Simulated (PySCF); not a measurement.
# CeS from Hartree–Fock to correlated methods

State: triplet, about 1.2 electrons in the 4f shell (Mulliken), real f orbitals that mix terms. Set-up: basis Ce x2c-SVPall, S x2c-SVPall; spin-free X2C with a Gaussian nucleus; PySCF 2.14. De refers to Ce (4f1 5d1 6s2) + S in their high-spin ground configurations, without counterpoise correction. The functionals are run spin-unrestricted. A positive dipole means Ce(−)S(+). Levels whose curve was spin-contaminated or gave no clean fit are not listed.

```csv
Level,Re (Å),ωe (cm⁻¹),De (eV),μ (D),"CPU s a point (SCF and correlation, without the integrals)"
UHF,2.367,476,n/a,-6.46,2.9
UHF-MP2,2.324,482,n/a,n/a,5.1
UHF-SCS-MP2,2.332,481,n/a,n/a,n/a
PBE,2.337,442,6.71,-4.88,19
B3LYP,2.338,465,6.00,-5.34,15
PBE0,2.319,478,6.16,-5.32,14
HSE06,2.322,475,6.13,-5.34,24
```

What does a quarter of exact exchange do here, going from PBE to PBE0?

PBE0 less PBE: -1.8 pm in Re, +8.1 % in ωe, -0.55 eV in De. Exact exchange removes part of the self-interaction that spreads semilocal densities, and in most molecules shortens and stiffens the bond and lowers De; so it does here.

What does second-order correlation do here, going from UHF to UHF-MP2?

UHF-MP2 less UHF: -4.3 pm in Re, +1.3 % in ωe. Correlation nearly always deepens the well. The bond shortens, as in weak, metallic or heavy-atom bonds, where dispersion and the correlation of outer-core electrons pull the atoms together.

Correlated steps freeze 23 core orbitals. Spin–orbit coupling is left out, which matters for elements this heavy, above all for dissociation energies. Counting both spins, an empty level lies below a filled one in some of these solutions, because spin and occupation are held. With d or f electrons several states lie close, and the lowest PBE0 determinant need not be the measured ground state.

The whole job (state search and all levels along the bond) took about 24 min on 2 threads of Arm Neoverse V1 (shared host), peak memory 4.7 GiB.
